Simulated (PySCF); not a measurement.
**Magnetisability and related constants of `O=C(O)CC[C@H]1CO1`, C$_{5}$H$_{8}$O$_{3}$**

Level of theory: common gauge origin HCTH407/6-31G* magnetisability, rotational g tensor and spin-rotation constants, non-relativistic, gas phase in PySCF. Geometry: GFN2-xTB.

Input:
```
{"job": {"kind": "mag", "xc": "HCTH407", "basis": "6-31G*", "gauge": [0, 0, 0]}, "charge": 0, "multiplicity": 1}
O      1.822544     1.399524     0.402441
C      1.961997     0.312139    -0.088771
O      3.135144    -0.333861    -0.082670
C      0.894547    -0.490110    -0.787810
C     -0.471517     0.192847    -0.734563
C     -1.050519     0.124952     0.660159
C     -2.488903    -0.024271     0.884823
O     -1.605862    -1.093258     1.068434
H      3.811257     0.193959     0.371076
H      0.842085    -1.472802    -0.314778
H      1.216783    -0.638382    -1.820569
H     -0.368715     1.241139    -1.019383
H     -1.148760    -0.304142    -1.430218
H     -0.464039     0.635758     1.419462
H     -2.938812     0.374443     1.786740
H     -3.154829    -0.108989     0.033265
```
Coordinates are in Å.

Command: `OMP_NUM_THREADS=1 python excited_run.py task.json out`

Question: Show the output.

Answer: Atoms count from 0.
```
coarse grid: 13648 points
cycle   1  E = -420.7172314783  dE =  1.264e+00  |g| = 1.179e+00  |ddm| = 3.871e+00
cycle   2  E = -419.7687448706  dE =  9.485e-01  |g| = 2.423e+00  |ddm| = 3.406e+00
cycle   3  E = -420.9270393725  dE = -1.158e+00  |g| = 5.691e-01  |ddm| = 2.697e+00
cycle   4  E = -420.9920525625  dE = -6.501e-02  |g| = 1.538e-01  |ddm| = 5.492e-01
cycle   5  E = -420.9953307991  dE = -3.278e-03  |g| = 7.758e-02  |ddm| = 1.693e-01
cycle   6  E = -420.9966117697  dE = -1.281e-03  |g| = 1.986e-02  |ddm| = 8.045e-02
cycle   7  E = -420.9966820077  dE = -7.024e-05  |g| = 7.138e-03  |ddm| = 1.920e-02
cycle   8  E = -420.9966927658  dE = -1.076e-05  |g| = 1.398e-03  |ddm| = 6.765e-03
cycle   9  E = -420.9966931541  dE = -3.883e-07  |g| = 4.852e-04  |ddm| = 1.774e-03
final grid: 132640 points
cycle  10  E = -420.9193118285  dE = -8.752e-05  |g| = 1.138e-02  |ddm| = 4.690e-02
cycle  11  E = -420.9192262107  dE =  8.562e-05  |g| = 2.372e-02  |ddm| = 2.629e-02
cycle  12  E = -420.9193359920  dE = -1.098e-04  |g| = 2.793e-03  |ddm| = 1.877e-02
cycle  13  E = -420.9193375215  dE = -1.530e-06  |g| = 8.039e-04  |ddm| = 2.669e-03
cycle  14  E = -420.9193376365  dE = -1.150e-07  |g| = 2.825e-04  |ddm| = 9.052e-04
cycle  15  E = -420.9193376531  dE = -1.663e-08  |g| = 6.817e-05  |ddm| = 3.003e-04
cycle  16  E = -420.9193376539  dE = -8.048e-10  |g| = 2.367e-05  |ddm| = 6.175e-05
converged SCF energy = -420.9193376539

Magnetisability tensor (1e-30 J/T^2)
    -2717.75      575.60     -979.96
      575.60    -7426.44     -374.24
     -979.96     -374.24    -7919.68
isotropic -6021.29   principal values   -8198.37  -7407.18  -2458.33
isotropic susceptibility -362.611 1e-6 cm^3/mol

Inertial axes            a          b          c
rot. const./GHz      5.0865     1.0427     1.0090
chi total          -148.046   -468.694   -471.093
chi diamagnetic    -332.504  -1204.687  -1240.142
chi paramagnetic    184.459    735.993    769.049
quadrupole/D A        7.619     -7.495     -0.124
g nuclear            0.5944     0.5535     0.5503
g electronic        -0.4408    -0.3605    -0.3645
g total              0.1536     0.1929     0.1858

Spin-rotation constants (kHz, H = +C I.J)
atom  isotope        aa         bb         cc
  8     1H       -0.525      0.713      0.392
  9     1H       -0.505     -0.469     -0.240
 10     1H        0.253     -0.123     -0.066
 11     1H       -0.167     -0.186     -0.351
 12     1H        0.159     -0.089     -0.188
 13     1H       -0.255     -0.519     -0.470
 14     1H       -0.030      0.305      0.375
 15     1H       -0.591      0.253      0.273
  0    17O*      -2.051     -0.496     -0.160
  1    13C*       1.792      0.177      0.121
  2    17O*      -0.781     -0.385     -0.200
  3    13C*       0.401      0.028      0.034
  4    13C*       0.490      0.030      0.030
  5    13C*       1.053     -0.018     -0.020
  6    13C*       1.063      0.154      0.141
  7    17O*      -0.056     -0.134     -0.071
* in the singly substituted isotopologue
```

The gauge origin or the origin of the moments was moved on purpose, so origin-dependent values are not properties of the molecule.

It took 19 s wall time on 1 thread of an Intel Xeon 6975P-C, shared host, peak memory 0.46 GiB.
